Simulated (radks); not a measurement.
Fractional charge and spin in the 2p shell of silicon: the spin-up occupation runs from 2 to 3 and the spin-down occupation from 2 to 3; the fullest corner is Si3+, [He] 2s2 3s(up 0.5, down 0.5) 2p(up 3, down 3). Calculated with a radial shooting solver on a logarithmic mesh with Libxc functionals: non-relativistic Kohn-Sham, TPSS, spin-polarised, spherical densities, point nucleus; meta-GGA in the generalised Kohn-Sham scheme. Energy (eV) above the fullest corner. The planes named below are the two flat planes that join the four corners, with an edge along up + down = one added electron.

down \ up,2,2.5,3
2,341.203,240.812,150.124
2.5,240.812,151.066,70.619
3,150.124,70.619,0.000

Corners above the fullest one (they belong to Si4+ and the next ion): (up 3, down 2) 150.12 eV, (up 2, down 3) 150.12 eV, (up 2, down 2) 341.20 eV. With half an added electron in each spin the energy lies 0.942 eV from the planes, and with half an added electron in spin up alone -4.852 eV. The planes are only a guide here: the flat-plane condition holds for ground states with one frontier orbital, while this shell lies below other occupied shells, so the corners above the fullest one are inner-hole states and not the ground states of those ions.
